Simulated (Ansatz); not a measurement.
Two isomers of C2H7NSi: A = `C=CN[SiH3]`, B = `C=NC[SiH3]`.

Program: Ansatz. Geometries: PBE0-D4/def2-TZVP. ΔE: electronic, gas phase. CCSD(T)/CBS is the MP2 limit (def2-TZVPP, def2-QZVPP) plus CCSD(T) − MP2 in def2-TZVPP, frozen cores. This one scheme is used for every species. Functionals use def2-TZVPP. One conformer a species, not always the lowest.

(1) Which is lower in electronic energy at CCSD(T)/CBS, and by how much? (An estimate is asked.)

(2) Give E(B) − E(A) in kcal/mol with BLYP-D4, MP2/def2-TZVPP, B2PLYP, HF/def2-TZVPP, CCSD(T)/def2-TZVPP, LDA (SPW92), CCSD(T)/def2-SVP. (Estimate.)

(3) Does the order hold for the free energy at 298.15 K (harmonic terms from PBE0-D4)? (An estimate is asked.)

Largest T1 diagnostic: 0.012.

Answers

(1) The calculation gave: A, by 20.4 kcal/mol.

(2) Computed: BLYP-D4 19.4, MP2/def2-TZVPP 20.7, B2PLYP 20.7, HF/def2-TZVPP 22.1, CCSD(T)/def2-TZVPP 19.3, LDA (SPW92) 21.7, CCSD(T)/def2-SVP 16.3. None reverses the order clearly.

(3) The calculation gave: Yes: G(B) − G(A) = +20.2 kcal/mol, for one conformer each.

In def2-TZVPP, CCSD(T) changes the Hartree–Fock value by −2.8 kcal/mol (the triples alone add −0.5 kcal/mol) and MP2 by −1.4 kcal/mol. From PBE to PBE0 (25 % exact exchange), in def2-TZVPP and without D4, E(B) − E(A) moves by +1.3 kcal/mol.
